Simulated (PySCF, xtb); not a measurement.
C3H5NOSi, SMILES O[Si@@H]1C=CC=N1. One conformer was computed; it need not be the lowest.

Harmonic wavenumbers (cm⁻¹) from xtb with GFN2-xTB at its own minimum, in rising order: 127, 154, 207, 361, 414, 485, 553, 647, 658, 738, 760, 818, 847, 900, 914, 933, 997, 1086, 1248, 1294, 1558, 1642, 2388, 3006, 3071, 3112, 3662.

What does B3LYP-D3(BJ)/def2-SVP in PySCF give at its own minimum? (Estimate from the structure and the level; the computed values follow.)

144, 176, 289, 408, 457, 509, 634, 709, 729, 738, 797, 859, 891, 924, 942, 971, 1016, 1080, 1305, 1357, 1580, 1678, 2282, 3049, 3157, 3210, 3873. Paired by order, the mean absolute difference is 52 cm⁻¹ and the zero-point energies are 46.6 and 48.3 kcal/mol.
